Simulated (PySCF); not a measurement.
How methods differ on the excitation energy of Re²⁺

Re²⁺ [Xe] 4f14 5d5 (6S) → Re²⁺ [Xe] 4f14 5d4 6s1 (6D), as a difference of total energies. Computed with PySCF 2.14 in aug-cc-pVDZ-PP with ECP60MDF, with scalar relativity through the core potential. Correlated levels: valence: 5s2 5p6 frozen. The calculations carry no spin-orbit coupling.

| method | excitation energy (eV) |
| --- | --- |
| UHF | 2.805 |
| LDA | 2.327 |
| PBE | 2.456 |
| PBE0 | 2.655 |
| r2SCAN | 2.483 |
| wB97X | 2.871 |
| B97-3 | 2.680 |
| wB97X-V | 2.674 |
| revPBE | 2.498 |
| MP2 (valence) | 2.859 |
| SCS-MP2 (valence) | 2.823 |

Q: How much does correlation contribute at MP2 (valence)?

A: 2.859 − (2.805) = 0.054 eV, measured against UHF.
